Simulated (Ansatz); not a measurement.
Born–Oppenheimer molecular dynamics of Cl4FHZr (7 atoms, charge 0, multiplicity 1). It starts at the highest image of a converged band, a first-order saddle point between two minima.

Computed with RKS BHLYP-D4/def2-SVP (Ansatz).

| Property | Result |
| --- | --- |
| ensemble | NVE (velocity Verlet) |
| time step | 0.5 fs |
| steps asked | 200 |
| starting velocities drawn for | 300 K |
| seed | 3379 |

Frames 5 fs apart, positions in Å, forces in eV/Å.

Velocities at 25 fs (Å/ps):

```
Zr -0.75 1.20 -0.22
F 4.56 -2.97 -2.73
Cl -0.45 -0.70 -1.36
Cl 2.47 1.67 -0.81
Cl 1.93 -0.82 2.58
Cl -4.07 -1.50 0.62
H -13.39 -5.05 35.51
```

```xyz
7
Properties=species:S:1:pos:R:3:forces:R:3 time_fs=25 energy_less_start_eV=-0.007 T=310
Zr -0.329 0.031 -0.031 0.43 -0.13 0.25
F -0.048 -0.083 1.970 0.27 0.14 -0.70
Cl 1.948 -0.021 -0.272 0.67 0.06 -0.21
Cl -0.839 1.992 -1.278 -0.07 -0.49 0.42
Cl -0.850 -1.961 -1.179 -0.10 0.37 0.21
Cl -2.572 -0.042 1.422 -0.88 0.04 0.43
H -1.575 -0.100 2.316 -0.33 0.01 -0.39
7
Properties=species:S:1:pos:R:3:forces:R:3 time_fs=30 energy_less_start_eV=-0.041 T=364
Zr -0.332 0.036 -0.031 0.77 -0.22 0.64
F -0.024 -0.097 1.952 0.00 0.19 -0.98
Cl 1.947 -0.024 -0.280 0.62 0.07 -0.26
Cl -0.827 1.998 -1.280 -0.13 -0.43 0.40
Cl -0.841 -1.964 -1.165 -0.17 0.32 0.16
Cl -2.594 -0.049 1.427 -0.85 0.04 0.46
H -1.710 -0.121 2.404 -0.25 0.02 -0.42
7
Properties=species:S:1:pos:R:3:forces:R:3 time_fs=35 energy_less_start_eV=-0.081 T=424
Zr -0.333 0.042 -0.030 1.04 -0.29 0.71
F 0.000 -0.109 1.921 -0.22 0.23 -0.93
Cl 1.952 -0.026 -0.289 0.54 0.09 -0.31
Cl -0.816 2.002 -1.280 -0.18 -0.33 0.36
Cl -0.833 -1.965 -1.151 -0.22 0.25 0.12
Cl -2.623 -0.056 1.435 -1.52 0.13 -0.58
H -1.864 -0.143 2.446 0.57 -0.07 0.64
7
Properties=species:S:1:pos:R:3:forces:R:3 time_fs=40 energy_less_start_eV=-0.113 T=475
Zr -0.332 0.046 -0.028 1.07 -0.32 0.28
F 0.021 -0.117 1.880 -0.30 0.21 -0.31
Cl 1.959 -0.029 -0.300 0.46 0.10 -0.35
Cl -0.805 2.004 -1.278 -0.23 -0.23 0.32
Cl -0.826 -1.964 -1.135 -0.27 0.16 0.07
Cl -2.661 -0.063 1.440 -0.18 -0.03 1.07
H -1.937 -0.173 2.554 -0.56 0.10 -1.10
7
Properties=species:S:1:pos:R:3:forces:R:3 time_fs=45 energy_less_start_eV=-0.129 T=501
Zr -0.327 0.050 -0.024 1.11 -0.31 -0.47
F 0.038 -0.123 1.834 -0.33 0.17 0.56
Cl 1.970 -0.030 -0.314 0.36 0.11 -0.38
Cl -0.797 2.004 -1.273 -0.27 -0.11 0.29
Cl -0.821 -1.962 -1.119 -0.31 0.07 0.03
Cl -2.702 -0.069 1.450 -1.43 0.23 -1.31
H -2.072 -0.192 2.516 0.88 -0.16 1.29
7
Properties=species:S:1:pos:R:3:forces:R:3 time_fs=50 energy_less_start_eV=-0.117 T=481
Zr -0.320 0.053 -0.022 0.95 -0.26 -1.33
F 0.052 -0.127 1.796 -0.23 0.09 1.58
Cl 1.984 -0.031 -0.331 0.28 0.12 -0.38
Cl -0.791 2.003 -1.266 -0.30 0.01 0.24
Cl -0.819 -1.959 -1.103 -0.34 -0.04 -0.02
Cl -2.750 -0.074 1.456 0.21 -0.08 1.13
H -2.101 -0.229 2.611 -0.57 0.15 -1.22
7
Properties=species:S:1:pos:R:3:forces:R:3 time_fs=55 energy_less_start_eV=-0.121 T=487
Zr -0.310 0.055 -0.023 0.97 -0.24 -1.68
F 0.062 -0.130 1.778 -0.24 0.06 2.02
Cl 1.999 -0.031 -0.350 0.15 0.13 -0.36
Cl -0.786 2.003 -1.258 -0.33 0.11 0.19
Cl -0.818 -1.957 -1.087 -0.36 -0.12 -0.06
Cl -2.799 -0.080 1.465 -0.93 0.26 -1.27
H -2.192 -0.246 2.543 0.74 -0.19 1.16
7
Properties=species:S:1:pos:R:3:forces:R:3 time_fs=60 energy_less_start_eV=-0.170 T=563
Zr -0.297 0.056 -0.029 1.05 -0.28 -1.18
F 0.070 -0.131 1.784 -0.35 0.09 1.63
Cl 2.015 -0.030 -0.371 0.02 0.12 -0.32
Cl -0.784 2.003 -1.248 -0.34 0.17 0.13
Cl -0.820 -1.955 -1.071 -0.37 -0.19 -0.11
Cl -2.851 -0.084 1.470 0.45 -0.08 0.78
H -2.193 -0.285 2.599 -0.46 0.16 -0.94
7
Properties=species:S:1:pos:R:3:forces:R:3 time_fs=65 energy_less_start_eV=-0.240 T=671
Zr -0.282 0.057 -0.037 1.26 -0.36 -0.12
F 0.072 -0.132 1.810 -0.56 0.19 0.61
Cl 2.032 -0.028 -0.395 -0.11 0.12 -0.27
Cl -0.784 2.004 -1.238 -0.35 0.19 0.09
Cl -0.825 -1.955 -1.056 -0.37 -0.22 -0.15
Cl -2.902 -0.088 1.478 -0.23 0.18 -0.64
H -2.243 -0.303 2.541 0.36 -0.10 0.48
7
Properties=species:S:1:pos:R:3:forces:R:3 time_fs=70 energy_less_start_eV=-0.269 T=716
Zr -0.263 0.057 -0.046 1.34 -0.41 0.88
F 0.068 -0.130 1.844 -0.70 0.26 -0.40
Cl 2.047 -0.026 -0.420 -0.19 0.11 -0.22
Cl -0.786 2.006 -1.227 -0.33 0.17 0.07
Cl -0.832 -1.956 -1.042 -0.35 -0.20 -0.17
Cl -2.954 -0.091 1.483 0.40 0.00 0.15
H -2.240 -0.335 2.539 -0.17 0.08 -0.33
7
Properties=species:S:1:pos:R:3:forces:R:3 time_fs=75 energy_less_start_eV=-0.274 T=724
Zr -0.241 0.056 -0.053 1.26 -0.41 1.49
F 0.055 -0.125 1.874 -0.74 0.30 -1.09
Cl 2.062 -0.022 -0.447 -0.20 0.09 -0.17
Cl -0.791 2.010 -1.215 -0.30 0.09 0.09
Cl -0.842 -1.959 -1.030 -0.31 -0.15 -0.15
Cl -3.004 -0.095 1.488 0.47 -0.01 0.11
H -2.248 -0.357 2.509 -0.17 0.09 -0.28
7
Properties=species:S:1:pos:R:3:forces:R:3 time_fs=80 energy_less_start_eV=-0.288 T=746
Zr -0.216 0.053 -0.055 1.01 -0.35 1.61
F 0.033 -0.116 1.890 -0.69 0.29 -1.39
Cl 2.075 -0.018 -0.475 -0.14 0.07 -0.13
Cl -0.797 2.014 -1.203 -0.25 -0.03 0.15
Cl -0.853 -1.962 -1.018 -0.26 -0.05 -0.10
Cl -3.052 -0.097 1.492 -0.02 0.16 -0.57
H -2.264 -0.369 2.451 0.34 -0.10 0.43
```

Of the whole run (100 fs, mean temperature of the second half 707 K): The conserved energy stayed within 0.065 meV per atom of its start (net change 0.043 meV per atom), so the integration is sound. The kinetic energy rose, since the run started high on the potential surface and went downhill. It ends in pieces (Cl3FZr + ClH), so much of that is their flight and rotation, not heat. A run of 0.1 ps of so small a system gives no equilibrium averages. The orbitals stay closed-shell, which can raise the energy where a bond breaks towards radicals; this wasn't checked here.

Run time: 8.3 min on 4 threads of Arm Neoverse V2 (shared host), peak memory 0.34 GiB.
